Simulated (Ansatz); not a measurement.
Basis sets compared for the cluster Li8⁺. The state is a doublet with charge 1. Geometry PBE/def2-TZVP. Ansatz on 4 threads of Arm Neoverse V1 on a shared host; times are rough, and most runs start from earlier orbitals.

```
atom    x (Å)    y (Å)    z (Å)
 Li1   0.9744  -1.6260  -2.2371
 Li2  -0.2943   0.3366  -0.6244
 Li3  -2.1040   0.2591   1.4814
 Li4  -2.0725  -1.8656  -0.9008
 Li5   0.8039   0.9887   1.9863
 Li6  -0.2703   3.0243   0.0201
 Li7   0.4957  -1.7474   0.8043
 Li8   2.4672   0.6302  -0.5298
```

B3LYP takes the VWN-RPA correlation. The structure comes from a short search, and lower isomers may exist.

```
        level  functions  energy (Eh)  HOMO (eV)  LUMO (eV)  wall time
 PBE/def2-SVP         72     -59.7615      -6.27      -5.60      1.8 s
  B3LYP/6-31G         72     -60.0179      -6.55      -5.18      2.6 s
PBE0/def2-SVP         72     -59.7962      -6.75      -5.01      2.9 s
```

(1) Estimate the rows for PBE/def2-TZVP, B3LYP/def2-TZVP, PBE0/def2-TZVP.

## Answers

(1) 
```csv
level,functions,energy (Eh),HOMO (eV),LUMO (eV),wall time
PBE/def2-TZVP,112,-59.8113,-6.35,-5.69,1.8 s
B3LYP/def2-TZVP,112,-60.0318,-6.59,-5.25,2 s
PBE0/def2-TZVP,112,-59.8447,-6.84,-5.12,4.4 s
```
